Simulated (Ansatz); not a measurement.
A basis-limit estimate, worked out

An elementary step of Si$_{2}$NH$_{8}$O$_{2}$F$_{3}$, closed shell (Si₂H₃OF₃ ([F][Si]([F])([F])[O][SiH3]) + H₂O + NH₃ → SiNH₂F₃ ([NH2][Si]([F])([F])[F]) + SiH₄O ([OH][SiH3]) + H₂O (still joined by a long Si–O bond); Si–O, H–N, H–O broken or loosened, Si–N, O–H, H–O formed or tightened). “Start” and “end” are the PBE0-D4/def2-TZVP structures reached by relaxing down either side of its saddle point, with the molecules still in contact.

Program: Ansatz 0.2.0. Basis: def2-TZVPP and def2-QZVPP. Cores are frozen in the correlated methods.

Energies in eV:

| quantity | end | start |
| --- | --- | --- |
| Hartree–Fock, triple zeta (X = 3) | -29539.46527 | -29540.44658 |
| Hartree–Fock, quadruple zeta (X = 4) | -29540.63607 | -29541.62601 |
| MP2 correlation, X = 3 | -47.28251 | -47.05622 |
| MP2 correlation, X = 4 | -51.39934 | -51.17298 |
| CCSD(T) correlation, X = 3 | -49.78422 | -49.56571 |

Task: Work out the step energy at the basis limit: extrapolate Hartree–Fock as E(X) = E∞ + A exp(−7.88 √X) and the MP2 correlation as E(X) = E∞ + B X^−2.97 (the exponents that Neese and Valeev fitted for def2-TZVPP and QZVPP), then add CCSD(T) − MP2 in triple zeta.

Result: Each step is linear, so take the differences first (end − start): Hartree–Fock 0.98131 (X = 3) and 0.98994 (X = 4); MP2 correlation -0.22629 and -0.22636; CCSD(T) correlation -0.21851.
Two points give E∞ = E(4) + w [E(4) − E(3)], with w = 1/(exp(7.88 (2 − √3)) − 1) = 0.1377 for Hartree–Fock and w = 1/((4/3)^2.97 − 1) = 0.7407 for the correlation.
Hartree–Fock: 0.98994 + 0.1377 × 0.00863 = 0.9911 eV.
MP2 correlation: -0.22636 + 0.7407 × (-0.00007) = -0.2264 eV.
CCSD(T) − MP2: -0.21851 − (-0.22629) = 0.0078 eV.
Sum: 0.9911 + (-0.2264) + 0.0078 = 0.7725 eV, or 17.81 kcal/mol. Plain CCSD(T) in triple zeta gives 0.7628 eV, so the larger basis shifts the result by 0.0097 eV.

No T1 diagnostic of these runs exceeds 0.012.

Labels in which every atom is bracketed show which atoms are joined, not bond orders.

For scale, one of the runs: CCSD(T)/def2-TZVPP, 382 basis functions, launched by `ansatz run in.yaml --threads 4 --pin off --events-out ev --progress --plain --max-ram 46080MiB --backend cuda --devices 0, --max-vram 37GiB`. The run took 18 s on 4 CPU threads of an AMD EPYC 7R13 and a share of one NVIDIA H100 (shared host), with 0.91 GiB of host memory at its peak.
